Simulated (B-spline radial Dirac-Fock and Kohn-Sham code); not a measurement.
# Kohn-Sham estimates against Dirac-Fock for the levels of Nb⁺

System: the Nb⁺ ion, configuration 1s2 2s2 2p6 3s2 3p6 3d10 4s2 4p6 4d4.

The density-functional columns are spherical, spin-unpolarised Dirac-Kohn-Sham results without Breit or QED terms: −ε is minus the orbital energy of the initial state and ΔSCF the difference of two total energies. The reference in the last column comes from ΔSCF Dirac-Fock with Breit, self-energy and vacuum polarisation, finite nucleus, configuration average. All numbers are from a B-spline atomic structure program, in eV; a selection of levels is shown. The Kohn-Sham columns are given as differences from the reference. For the 1s level of heavy atoms much of the gap between ΔSCF and the reference is the Breit and QED part, -50.3 eV here; for other levels the error of the functional can be larger.

```
level  PBE −ε − DF  PBE ΔSCF − DF  LDA −ε − DF  LDA ΔSCF − DF  Dirac-Fock
   1s       -192.4          +71.9       -219.0          +44.4     18998.2
   2s        -80.8          -37.0        -83.8          -39.7      2716.2
2p1/2        -59.5           -4.9        -60.4           -5.7      2478.5
2p3/2        -61.0           -8.6        -61.7           -9.3      2384.2
   3s        -39.1          -24.0        -40.1          -25.0       484.1
3p1/2        -30.5          -15.2        -30.7          -15.5       394.0
3p3/2        -30.3          -15.4        -30.5          -15.6       378.3
3d3/2        -15.4           +0.2        -15.0           +0.6       219.6
3d5/2        -15.5            0.0        -15.1           +0.4       216.9
   4s        -11.1           -4.5        -11.0           -4.4       75.89
4p1/2         -6.4           -0.2         -6.2            0.0       48.79
4p3/2         -6.4           -0.3         -6.3           -0.1       46.71
   4d         -3.2           +1.6         -2.9           +1.8       12.46
```

Values without a named source are computed, but for edge energies of neutral atoms, which are taken from tables.
